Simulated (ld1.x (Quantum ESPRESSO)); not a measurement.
# What one change does to a pseudopotential (iron, ultrasoft)

| Property | Result |
| --- | --- |
| Element | iron |
| Generator | ld1.x (Quantum ESPRESSO) 7.5 |
| Type | ultrasoft |
| Functional | PBE |
| Relativity | scalar-relativistic |
| Frozen core | [Ar] |
| Valence charge | 8 |
| Reference configuration | 3d6 4s2 4p0 |
| Partial waves | 4s (bound): rcut 2.00, rcutus 2.30 bohr; 4s channel at 2 Ry: rcut 2.00, rcutus 2.30 bohr; 4p (bound, empty): rcut 1.80, rcutus 2.40 bohr; 4p channel at 2.6 Ry: rcut 1.80, rcutus 2.40 bohr; 3d (bound): rcut 1.00, rcutus 1.35 bohr; 3d channel at 1.8 Ry: rcut 1.00, rcutus 1.35 bohr |
| Local potential | all-electron potential smoothed inside 1.30 bohr (lloc = -2) |
| Core correction | Bessel-smoothed model core inside 0.65 bohr |
| Augmentation charge | built from norm-conserving waves at rcut, not smoothed further |

All-electron outer shells of the reference configuration (PBE, scalar-relativistic, ld1.x):

| shell | level (eV) | outermost node (bohr) | outermost maximum (bohr) |
| --- | --- | --- | --- |
| 3s | -94.02 | 0.33 | 0.70 |
| 3p | -60.04 | 0.30 | 0.72 |
| 3d | -7.50 | – | 0.71 |
| 4s | -5.29 | 1.00 | 2.41 |
| 4p | -1.33 | 1.10 | 3.33 |

Change: waves 3d (bound): rcut 1.00, rcutus 1.74 bohr; 3d channel at 1.8 Ry: rcut 1.00, rcutus 1.74 bohr.

Cutoffs: the cutoffs (Ry, on a coarse ladder) from which the occupation-weighted sum of valence levels, in a spherical-Bessel basis at the reference potential, stays within 10 and 1 mRy of its value at 400 Ry; they do not see the model core or the augmentation charge, which bear on the density cutoff. Errors are all-electron minus pseudo energies relative to the spin-unpolarised reference configuration.

Q: How do hardness, ghosts and transferability respond?

A: The potential gets softer (60 Ry and 100 Ry → 35 Ry and 55 Ry); the number of tests that count goes from 7 to 6; the errors of the 6 common tests hardly move; neither file shows a bound ghost at the reference potential, the only one tested. A larger radius leaves more room for a smooth pseudo-wave, so fewer plane waves are needed.

```csv
quantity,base,changed
"cutoff, loose",60 Ry,35 Ry
"cutoff, tight",100 Ry,55 Ry
loose cutoff by channel (10 mRy a level),"s 6 Ry, d 50 Ry","s 6 Ry, d 30 Ry"
bound ghosts,none,none
"tests counted (converged, no solver errors)",7 of 7,6 of 7
"error for 3d6 4s1 4p0, meV [ΔE 8.73 eV]",-9.2,-9.7
"error for 3d6 4s0 4p0, meV [ΔE 24.93 eV]",-52,-55
"error for 3d6 4s0 4p1, meV [ΔE 13.78 eV]",-25,-26
"error for 3d6 4s1 4p1, meV [ΔE 4.10 eV]",-4.1,-4.3
"error for 3d7 4s1 4p0, meV [ΔE -0.79 eV]",-119,-121
"error for 3d6 4s0 4p2, meV [ΔE 8.46 eV]",-16,-17
s: phases at 2.61 bohr within 0.05 rad from the reference energy up to (Ry; the scan ends near 5),4.3,4.3
p: phases at 2.61 bohr within 0.05 rad from the reference energy up to (Ry; the scan ends near 5),to the end of the scan,to the end of the scan
d: phases at 2.61 bohr within 0.05 rad from the reference energy up to (Ry; the scan ends near 5),to the end of the scan,to the end of the scan
lowest overlap eigenvalue by channel,"s 0.36, p 0.48, d 1.00","s 0.36, p 0.48, d 0.17"
```

Changed file: Tests not counted: 3d5 4s0 4p0 (solver errors, printed error -310 eV).
